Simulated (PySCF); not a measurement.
Simulated Si 2p region for (OH)2Al-O-SiH3, AlH5O3Si, binding energy against the vacuum level.

Every computed line was given a Gaussian of 0.4 eV full width at half maximum and an area set by the number of equivalent atoms (split 2:1 within a doublet); the highest printed point is 100. Method used: PySCF 2.14.0, delta-SCF UKS SCAN, pcX-2 on the ionised atom, pcseg-1 elsewhere, spin-free X2C.

```csv
binding energy (eV),intensity
106.9,1
107.0,5
107.1,17
107.2,43
107.3,78
107.4,100
107.5,91
107.6,60
107.7,33
107.8,26
107.9,37
108.0,49
108.1,48
108.2,34
108.3,17
108.4,6
108.5,1
108.6,0
```

**Question.** How many maxima does the curve show, and how many computed lines lie under it?

**Answer.** The curve has 2 maxima (at 107.4 and 108.0 eV). Under it lie 2 lines from 1 inequivalent silicon site, drawn as a 2p3/2, 2p1/2 pair.

**Question.** Decompose the envelope and assign each component. Bonds: Al1–O2, Al1–O3, Al1–O4, O4–Si5. Hydrogens: H6 on O2; H7 on O3; H8, H9, H10 on Si5.

**Answer.** 
```
position (eV)  relative area      line  atoms                  environment
       107.42           0.67  Si 2p3/2    Si5  silicon bonded to O and 3 H
       108.05           0.33  Si 2p1/2    Si5  silicon bonded to O and 3 H
```

The curve has no shake-up lines and no vibrational structure. For 2p shells one spin-free hole was relaxed; a mean-field spin–orbit operator and the ground-state splitting of the three 2p orbitals were then diagonalised within the shell. The shell's mean is (2 × 2p3/2 + 2p1/2)/3, and the degeneracies 2j + 1 give areas of 2:1. 2p1/2 minus 2p3/2 (ligand field included): Si 0.62 eV. Geometry: PBE0-D3(BJ)/def2-SVP, one conformer, isolated molecule.
